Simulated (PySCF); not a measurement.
C5H15NP2.
Bonds: C1–C2, C2–N3, N3–C4, N3–P5, P5–C6, P5–C7, C7–P8. Hydrogens: H9, H10, H11 on C1; H12, H13 on C2; H14, H15, H16 on C4; H17, H18, H19 on C6; H20, H21 on C7; H22, H23 on P8.

The same species was optimised twice, with GFN2-xTB and with PBE0-D3(BJ)/def2-SVP (PySCF), and the same property calculations (PySCF, gas phase) were run on both structures.

```
     coordinate  GFN2-xTB  PBE0-D3(BJ)/def2-SVP  change
      N3–P5 (Å)     1.739                 1.764  +0.025
      P5–C6 (Å)     1.853                 1.845  -0.008
      N3–C4 (Å)     1.456                 1.450  -0.006
      C7–P8 (Å)     1.860                 1.865  +0.005
      P5–C7 (Å)     1.873                 1.869  -0.004
      C2–N3 (Å)     1.457                 1.453  -0.004
      C1–C2 (Å)     1.529                 1.526  -0.003
   P5–C7–P8 (°)     109.1                 113.3    +4.2
   N3–P5–C7 (°)      97.0                  99.1    +2.1
   C2–N3–P5 (°)     115.1                 117.2    +2.1
   N3–P5–C6 (°)      97.8                  99.8    +2.0
   C2–N3–C4 (°)     111.7                 113.2    +1.5
   C6–P5–C7 (°)      95.5                  96.8    +1.3
   C4–N3–P5 (°)     113.6                 112.7    -0.9
   C1–C2–N3 (°)     115.6                 116.5    +0.9
C1–C2–N3–C4 (°)       -72                   -71      +1
C2–N3–P5–C6 (°)        62                    47     -15
N3–P5–C7–P8 (°)        99                    93      -6
```

Rotational constants: A = 2227, B = 862.1, C = 707.1 MHz (GFN2-xTB) against A = 2310, B = 821.4, C = 670.0 MHz (PBE0-D3(BJ)/def2-SVP). Point groups within 0.08 Å: C1 and C1.

On the GFN2-xTB structure: HOMO (eV) -5.61 [PBE0/pcSseg-1]; LUMO (eV) 0.50 [PBE0/pcSseg-1]; dipole (D) 1.51 [PBE0/pcSseg-1]; GIAO shielding of C1 (ppm) 178.3 [PBE0/pcSseg-1]; GIAO shielding of C2 (ppm) 137.0 [PBE0/pcSseg-1]; GIAO shielding of N3 (ppm) 216.4 [PBE0/pcSseg-1]; GIAO shielding of C4 (ppm) 147.0 [PBE0/pcSseg-1]; GIAO shielding of P5 (ppm) 274.0 [PBE0/pcSseg-1]; GIAO shielding of C6 (ppm) 165.5 [PBE0/pcSseg-1]; GIAO shielding of C7 (ppm) 163.3 [PBE0/pcSseg-1]; GIAO shielding of P8 (ppm) 500.5 [PBE0/pcSseg-1].

What do these properties become on the PBE0-D3(BJ)/def2-SVP structure?

```json
{"property": "HOMO (eV)", "level": "PBE0/pcSseg-1", "on GFN2-xTB": "-5.61", "on PBE0-D3(BJ)/def2-SVP": "-5.56", "change": "+0.05"}
{"property": "LUMO (eV)", "level": "PBE0/pcSseg-1", "on GFN2-xTB": "0.50", "on PBE0-D3(BJ)/def2-SVP": "0.52", "change": "+0.02"}
{"property": "dipole (D)", "level": "PBE0/pcSseg-1", "on GFN2-xTB": "1.51", "on PBE0-D3(BJ)/def2-SVP": "1.73", "change": "+0.22"}
{"property": "energy, GFN2-xTB geometry as zero (kcal/mol)", "level": "PBE0/pcSseg-1", "on GFN2-xTB": "0.0", "on PBE0-D3(BJ)/def2-SVP": "-2.7", "change": "-2.7"}
{"property": "GIAO shielding of C1 (ppm)", "level": "PBE0/pcSseg-1", "on GFN2-xTB": "178.3", "on PBE0-D3(BJ)/def2-SVP": "175.3", "change": "-3.0"}
{"property": "GIAO shielding of C2 (ppm)", "level": "PBE0/pcSseg-1", "on GFN2-xTB": "137.0", "on PBE0-D3(BJ)/def2-SVP": "135.1", "change": "-1.9"}
{"property": "GIAO shielding of N3 (ppm)", "level": "PBE0/pcSseg-1", "on GFN2-xTB": "216.4", "on PBE0-D3(BJ)/def2-SVP": "217.6", "change": "+1.2"}
{"property": "GIAO shielding of C4 (ppm)", "level": "PBE0/pcSseg-1", "on GFN2-xTB": "147.0", "on PBE0-D3(BJ)/def2-SVP": "144.2", "change": "-2.8"}
{"property": "GIAO shielding of P5 (ppm)", "level": "PBE0/pcSseg-1", "on GFN2-xTB": "274.0", "on PBE0-D3(BJ)/def2-SVP": "263.9", "change": "-10.1"}
{"property": "GIAO shielding of C6 (ppm)", "level": "PBE0/pcSseg-1", "on GFN2-xTB": "165.5", "on PBE0-D3(BJ)/def2-SVP": "165.8", "change": "+0.3"}
{"property": "GIAO shielding of C7 (ppm)", "level": "PBE0/pcSseg-1", "on GFN2-xTB": "163.3", "on PBE0-D3(BJ)/def2-SVP": "160.5", "change": "-2.8"}
{"property": "GIAO shielding of P8 (ppm)", "level": "PBE0/pcSseg-1", "on GFN2-xTB": "500.5", "on PBE0-D3(BJ)/def2-SVP": "478.0", "change": "-22.5"}
```

The heavy atoms differ by 0.182 Å rms after alignment. Among bonds between heavy atoms N3–P5 changes most (+0.025 Å). Changes are differences of the printed values. Neither structure is proved a minimum here.

Conformer computed: `[CH3:1][CH2:2][N:3]([CH3:4])[P:5]([CH3:6])[CH2:7][PH2:8]`: C1–C2–N3–C4 -71°, C2–N3–P5–C6 47°, N3–P5–C7–P8 93°, H–P8–C7–P5 163°, H–P8–C7–P5 68°.
